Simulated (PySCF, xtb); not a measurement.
SiHF2Cl, SMILES F[SiH](F)Cl.

GFN2-xTB (xtb 6.7.1) at its own geometry gives an orbital gap of 7.25 eV and a dipole moment of 1.85 D.

Geometry optimised at ωB97X-D3(BJ)/def2-SVP.

### Question
What does ωB97X/def2-TZVPD (PySCF) give? (An estimate is asked for; the answer gives what the named calculation found.)

### Answer
gap 14.21 eV (levels -12.56 and 1.65 eV), dipole 1.38 D.
